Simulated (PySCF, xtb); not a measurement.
Zn(SeH)(OSiH3) (H₄OSeSiZn), SMILES [Zn]([O][SiH3])[SeH].

GFN2-xTB (xtb 6.7.1) at its own geometry gives an orbital gap of 2.98 eV and a dipole moment of 2.94 D.

Geometry optimised at B3LYP-D3(BJ)/def2-SVP. The structure was generated by enumeration; whether it is a known compound was not checked. The values are those of a single conformer.

### Question
What does PBE/def2-TZVP (PySCF) give? (An estimate is asked for; the answer gives what the named calculation found.)

### Answer
gap 3.92 eV (levels -6.20 and -2.28 eV), dipole 1.25 D.
